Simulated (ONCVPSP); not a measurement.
# Which change was made? (Ce, ONCV)

- Element: Ce (Z = 58)
- Generator: ONCVPSP 4.0.1
- Type: optimised norm-conserving Vanderbilt (ONCV)
- Functional: LDA (Perdew-Wang 92)
- Relativity: scalar-relativistic
- Frozen core: [Kr]
- Valence charge: 22
- Reference configuration: 4d10 4f0.5 5s2 5p6 5d1.5 6s2
- Partial waves: 5s+6s: rc 2.80 bohr, ncon 5, nbas 8, qcut 3.5 1/bohr, 2 projectors; 5p: rc 2.05 bohr, ncon 4, nbas 9, qcut 5.8 1/bohr, 2 projectors, debl 1.9 Ha; 4d+5d: rc 1.40 bohr, ncon 3, nbas 8, qcut 11 1/bohr, 3 projectors, debl 3.9 Ha; 4f: rc 1.30 bohr, ncon 3, nbas 7, qcut 12.1 1/bohr, 2 projectors, debl 1.3 Ha
- Local potential: polynomial inside 1.05 bohr (lpopt 4, dvloc0 6 Ha)
- Core correction: none

Cutoffs, loose and tight: the cutoffs (Ha) at which the residual kinetic energy of the hardest occupied pseudo-wave falls to 1 and 0.1 mHa per electron. They do not see the model core or the augmentation charge, which bear on the density cutoff. Test errors are all-electron minus pseudo excitation energies from the reference, over the configurations 4d10 4f1 5s2 5p6 5d1 6s2; 4d10 4f1 5s2 5p6 5d1 6s1; 4d10 4f1 5s2 5p6 5d1 6s0; 4d10 4f1 5s2 5p6 5d0 6s2 6p1; variants that change the core or the reference have their own tests. The largest error is taken over the tests solved by every variant that gives reliable tests at all, those not shown here included: 4d10 4f1 5s2 5p6 5d1 6s0; 4d10 4f1 5s2 5p6 5d1 6s1; 4d10 4f1 5s2 5p6 5d1 6s2.

The base gives: outcome: generated; cutoff, loose: 63 Ha; cutoff, tight: 70 Ha; bound ghosts: none; GHOST(+) flags above zero: s, p; largest test error (meV): +73.

Q: After one change the result is: outcome: generated; cutoff, loose: 85 Ha; cutoff, tight: 96 Ha; bound ghosts: none; GHOST(+) flags above zero: s, p; largest test error (meV): +34. Which change was it?
A. s: qcut 4.5; p: qcut 7.5; d: qcut 14.2; f: qcut 15.7
B. local potential polynomial inside 0.80 bohr (lpopt 5, dvloc0 0 Ha)
C. f: rc 1.94

A: A. The others give: local potential polynomial inside 0.80 bohr (lpopt 5, dvloc0 0 Ha) → outcome: generated; cutoff, loose: 63 Ha; cutoff, tight: 70 Ha; bound ghosts: s, p; GHOST(+) flags above zero: s; largest test error (meV): +72 | f: rc 1.94 → outcome: generated; cutoff, loose: 49 Ha; cutoff, tight: 54 Ha; bound ghosts: none; GHOST(+) flags above zero: s, p; largest test error (meV): +142.
